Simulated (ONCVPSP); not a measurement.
## Before and after: ONCV potential for iridium

* Element: Ir
* Generator: ONCVPSP 4.0.1
* Type: optimised norm-conserving Vanderbilt (ONCV)
* Functional: PBEsol
* Relativity: scalar-relativistic
* Frozen core: [Kr] 4d10 4f14 5s2
* Valence charge: 15
* Reference configuration: 5p6 5d7 6s1.5 (charge +0.5)
* Partial waves: 6s: rc 2.25 bohr, ncon 4, nbas 7, qcut 2.6 1/bohr, 2 projectors, debl 2.1 Ha; 5p: rc 1.40 bohr, ncon 3, nbas 7, qcut 10.5 1/bohr, 2 projectors, debl 0.9 Ha; 5d: rc 1.40 bohr, ncon 5, nbas 9, qcut 9.4 1/bohr, local
* Local potential: the d channel
* Core correction: polynomial model core, fcfact 0.4

In the p channel the program set the typed energies aside and used -2.159, 0.250 Ha.

All-electron outer shells of the reference configuration (PBEsol, scalar-relativistic, ld1.x):

```tsv
shell	level (eV)	outermost node (bohr)	outermost maximum (bohr)
4f	-66.25	–	0.39
5p	-58.76	0.54	1.01
5d	-11.14	0.59	1.29
6s	-9.90	1.17	2.35
```

Change: p: qcut 9.7.

Cutoffs: the cutoffs (Ha) at which the residual kinetic energy of the hardest occupied pseudo-wave falls to 1 and 0.1 mHa per electron; they do not see the model core or the augmentation charge, which bear on the density cutoff. Errors are all-electron minus pseudo energies relative to the spin-unpolarised reference configuration.

Task: How do hardness, ghosts and transferability respond?

Result: The potential gets softer (37 Ha and 43 Ha → 33 Ha and 39 Ha); the errors of the 4 common tests hardly move; neither file shows a bound ghost. The waves are optimised to have the least kinetic energy above qcut, so the cutoff follows it (qcut²/2 in Ha).

| quantity | base | changed |
| --- | --- | --- |
| cutoff, loose | 37 Ha | 33 Ha |
| cutoff, tight | 43 Ha | 39 Ha |
| loose cutoff by channel | s 7.0 Ha, p 37 Ha, d 18 Ha | s 7.0 Ha, p 33 Ha, d 18 Ha |
| bound ghosts | none | none |
| GHOST(+) flags under 300 eV | s at 8.4 eV | s at 8.4 eV |
| error for 5p6 5d7 6s2, meV [ΔE -4.06 eV] | -0.1 | 0.0 |
| error for 5p6 5d7 6s1, meV [ΔE 5.87 eV] | -4.2 | -4.2 |
| error for 5p6 5d7 6s0, meV [ΔE 23.37 eV] | -33 | -33 |
| error for 5p6 5d8 6s0, meV [ΔE 4.62 eV] | -59 | -58 |
| s: phases at 2.29 bohr within 0.05 rad from the reference energy up to (Ha; the scan ends near 5) | 0.3 | 0.3 |
| p: phases at 1.42 bohr within 0.05 rad from the reference energy up to (Ha; the scan ends near 5) | to the end of the scan | to the end of the scan |
| d: phases at 1.42 bohr within 0.05 rad from the reference energy up to (Ha; the scan ends near 5) | to the end of the scan | to the end of the scan |
| rms error of d²Exc/dni dnj with the model core, mHa | 0.36 | 0.36 |
